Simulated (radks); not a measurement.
The numbers below are computed, except where a source is named.
Species: Co. Configuration: [Ar] 3d5 4p4 (not the ground configuration). Level of theory: scalar-relativistic Kohn-Sham, r2SCAN, spin-polarised, spherical densities, finite nucleus; open shells are filled with parallel spins first; meta-GGA in the generalised Kohn-Sham scheme; Fermi nuclear charge, rms radius 3.7875 fm (a radial shooting solver on a logarithmic mesh with Libxc functionals).

Unscreened Slater integrals over Kohn-Sham orbitals (eV). They are taken over the spin-up orbitals.

\begin{tabular}{lr}
integral & value \\ \hline
F0(4p,4p) & 8.5135 \\
F2(4p,4p) & 4.4544 \\
F0(4p,3d) & 11.063 \\
F2(4p,3d) & 2.2812 \\
G1(4p,3d) & 0.82436 \\
G3(4p,3d) & 0.72219 \\
F0(4p,3p) & 11.167 \\
F2(4p,3p) & 1.9921 \\
G0(4p,3p) & 0.47062 \\
G2(4p,3p) & 0.54342 \\
F0(4p,3s) & 11.197 \\
G1(4p,3s) & 0.53817 \\
F0(3d,3d) & 28.051 \\
F2(3d,3d) & 13.264 \\
F4(3d,3d) & 8.3125 \\
F0(3d,3p) & 29.368 \\
F2(3d,3p) & 14.096 \\
G1(3d,3p) & 17.336 \\
G3(3d,3p) & 10.632 \\
F0(3d,3s) & 29.926 \\
G2(3d,3s) & 13.278 \\
F0(3p,3p) & 31.037 \\
F2(3p,3p) & 15.604 \\
F0(3p,3s) & 31.632 \\
G1(3p,3s) & 21.006 \\
F0(3s,3s) & 32.283 \\
\end{tabular}

Derived for the open shells (J is the average intra-shell exchange parameter used in DFT+U). 3d: Racah B = F2/49 - 5 F4/441 = 0.1765 eV, C = 35 F4/441 = 0.6597 eV, C/B = 3.74, F4/F2 = 0.627, J = (F2 + F4)/14 = 1.541 eV. 4p: J = F2/5 = 0.8909 eV; in LS coupling 1D lies 6 F2/25 = 1.069 eV above 3P.
